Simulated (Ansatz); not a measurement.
Reactions of C$_{4}$H$_{9}$Br (`CC(C)(C)Br`).

Gas-phase electronic energies from Ansatz, PBE0-D4/def2-TZVP geometries. CCSD(T)/CBS adds triple-zeta CCSD(T) − MP2 to the extrapolated MP2 energy (def2 sets, frozen cores). No spin–orbit coupling; open shells (•) take unrestricted orbitals. Spin–orbit coupling would lower the free atoms: clearly for Br. For Br outer-core shells are correlated without core-valence functions, so the limit isn't a true one: a few kJ/mol of doubt a bond, and 10 to 20 or more in all where bonds break to atoms. Scalar relativity is left out up to krypton. One conformer a species, not always the lowest.

(1) Order these by ΔE at CCSD(T)/CBS, lowest first. (Best estimate.)
A. `CC(C)(C)Br` + `CBO` → `CBOC` + `CC(C)Br`
B. `CC(C)(C)Br` + `CSC` → `CCSC` + `CC(C)Br`
C. `CC(C)(C)Br` → Br• + `C[C](C)C`•

Largest T1 diagnostic: 0.012, for `CBOC`.

Answers

(1) B (+2.6 kcal/mol), A (+15.5 kcal/mol), C (+79.3 kcal/mol).
